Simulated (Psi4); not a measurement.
F₅Nb, triplet, geometry from GFN2-xTB (such geometries of metal compounds can be far from the true shape) (the multiplicity is a formal guess) (all electrons, no relativity), with bond 4-1 at 1.8 times its length; HF/3-21G (Psi4).

Psi4 was given this input:
```
memory 2 GB

molecule {
0 3
Nb    0.17212905    0.11941241    0.07535839
F     1.10212295   -0.60038750   -1.24751630
F    -0.93541462    0.71603936    1.32050149
F    -2.90957017   -0.13517930   -2.23923871
F    -0.95290215   -1.70734151    0.11916440
F     1.54197643    1.06972720    0.67507994
}

set {
  basis 3-21g
  reference uhf
  scf_type pk
  stability_analysis follow
}

energy('scf')
print_variables()
```

Output, abridged:

```
   => Loading Basis Set <=

    Name: 3-21G
    Role: ORBITAL
    Keyword: BASIS

         ---------------------------------------------------------
                                   SCF
               by Justin Turney, Rob Parrish, Andy Simmonett
                          and Daniel G. A. Smith
                              UHF Reference
         ---------------------------------------------------------

  ==> Geometry <==

    Molecular point group: c1
    Full point group: C1

    Geometry (in Angstrom), charge = 0, multiplicity = 3:

       Center              X                  Y                   Z               Mass
    ------------   -----------------  -----------------  -----------------  -----------------
         NB           0.304789254410     0.126812526659     0.176821254982    92.906373000000
         F            1.234783154410    -0.592987383341    -1.146053435018    18.998403162730
         F           -0.802754415590     0.723439476659     1.421964354982    18.998403162730
         F           -2.776909965590    -0.127779183341    -2.137775845018    18.998403162730
         F           -0.820241945590    -1.699941393341     0.220627264982    18.998403162730
         F            1.674636634410     1.077127316659     0.776542804982    18.998403162730

  Running in c1 symmetry.

  Rotational constants: A =      0.08913  B =      0.04165  C =      0.03724 [cm^-1]
  Rotational constants: A =   2672.10206  B =   1248.74660  C =   1116.45678 [MHz]
  Nuclear repulsion =  601.667966393351549

  Charge       = 0
  Multiplicity = 3
  Electrons    = 86
  Nalpha       = 44
  Nbeta        = 42

  ==> Algorithm <==

  SCF Algorithm Type is PK.
  DIIS enabled.
  MOM disabled.
  Fractional occupation disabled.
  Guess Type is SAD.
  Energy threshold   = 1.00e-06
  Density threshold  = 1.00e-06
  Integral threshold = 1.00e-12

  ==> Primary Basis <==

  Basis Set: 3-21G
    Blend: 3-21G
    Number of shells: 39
    Number of basis functions: 84
    Number of Cartesian functions: 84
    Spherical Harmonics?: false
    Max angular momentum: 2

  ==> Integral Setup <==

  Using in-core PK algorithm.
   Calculation information:
      Number of atoms:                   6
      Number of AO shells:              39
      Number of primitives:             78
      Number of atomic orbitals:        84
      Number of basis functions:        84

      Integral cutoff                 1.00e-12
      Number of threads:                 1

  Performing in-core PK
[...]
  Energy and wave function converged.

    Wavefunction stable under totally symmetric rotations.
    Lowest totally symmetric eigenvalue: 0.036972
    Lowest UHF->UHF stability eigenvalues:
       A 0.036972

    Stability analysis over.

  ==> Post-Iterations <==

   @Spin Contamination Metric:   4.793029364E-03
   @S^2 Expected:                2.000000000E+00
   @S^2 Observed:                2.004793029E+00
   @S   Expected:                1.000000000E+00
   @S   Observed:                1.000000000E+00

    Orbital Energies [Eh]
    ---------------------

    Alpha Occupied:

[...]
    Alpha Virtual:

[...]
      84A    110.647850

    Beta Occupied:

[...]
    Beta Virtual:

[...]
    Final Occupation by Irrep:
              A
    DOCC [    42 ]
    SOCC [     2 ]
    NA   [    44 ]
    NB   [    42 ]

  @UHF Final Energy: -4230.42490697550966

   => Energetics <=

    Nuclear Repulsion Energy =            601.6679663933515485
    One-Electron Energy =               -7050.1426142017617167
    Two-Electron Energy =                2218.0497408329001701
    Total Energy =                      -4230.4249069755096571

  UHF NO Occupations:
  HONO-2 :   42  A 1.9991241
  HONO-1 :   43  A 1.0000000
  HONO-0 :   44  A 1.0000000
  LUNO+0 :   45  A 0.0008759
  LUNO+1 :   46  A 0.0004576
  LUNO+2 :   47  A 0.0003440
  LUNO+3 :   48  A 0.0002143

Computation Completed

Properties will be evaluated at   0.000000,   0.000000,   0.000000 [a0]

Properties computed using the SCF density matrix

 Multipole Moments:

 ------------------------------------------------------------------------------------
     Multipole            Electronic (a.u.)      Nuclear  (a.u.)        Total (a.u.)
 ------------------------------------------------------------------------------------

 L = 1.  Multiply by 2.5417464519 to convert [e a0] to [Debye]
 Dipole X            :          1.9309191           -1.7348053            0.1961138
 Dipole Y            :          2.0001738           -0.7217939            1.2783798
 Dipole Z            :          0.5067077           -1.0064346           -0.4997269
 Magnitude           :                                                    1.3865218

 ------------------------------------------------------------------------------------

  Variable Map:
  ----------------------------------------------------------------------------
[...]
  Array Variable Map:
  ----------------------------------------------------------------------------
[...]
[...]
```
